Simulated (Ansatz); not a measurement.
The first iterations of a band of CH8GeSSi (12 atoms, charge 0, multiplicity 1).

Level of theory: Ansatz 0.2.0, RKS PBE-D4/def2-SVP.

- movable images: 2
- climbing image: yes
- spring: 5.0 eV/Å²
- optimiser: quadratic models (default)
- start path: through a guess of the saddle point
- force threshold: 0.05 eV/Å
- iteration limit: 60
- end points: relaxed

Initial state:

```xyz
12
Properties=species:S:1:pos:R:3
Si -0.629 2.407 0.421
S -1.204 0.394 -0.088
C 0.449 -0.411 -0.024
Ge 0.269 -2.339 -0.449
H -1.892 3.220 0.413
H 0.014 2.464 1.783
H 0.350 2.966 -0.579
H 1.139 0.052 -0.760
H 0.895 -0.310 0.987
H -0.328 -2.498 -1.869
H 1.677 -2.990 -0.393
H -0.662 -3.009 0.592
```

Final state:

```xyz
12
Properties=species:S:1:pos:R:3
Si -0.603 2.379 0.590
S -1.081 0.278 0.610
C 0.419 -0.377 -0.232
Ge 0.274 -2.346 -0.417
H -1.757 3.079 1.250
H 0.670 2.661 1.345
H -0.430 2.887 -0.818
H 0.526 0.067 -1.244
H 1.331 -0.141 0.353
H 1.550 -2.868 -1.129
H 0.155 -2.987 0.987
H -0.978 -2.690 -1.262
```

| iteration | highest image above the first end (eV) | largest band force component (eV/Å) |
| --- | --- | --- |
| 1 | 0.559 | 2.598 |
| 2 | 0.104 | 0.875 |

Does the band converge within its limit, and where does its top end?

It converged. It ended after 6 iterations with the highest image 0.045 eV above the first end. The order of the stationary point at the top wasn't checked. So few images can step over the top or miss a turn of the path.

The run took 37 s on 2 threads of Arm Neoverse V1 (shared host), peak memory 0.17 GiB.
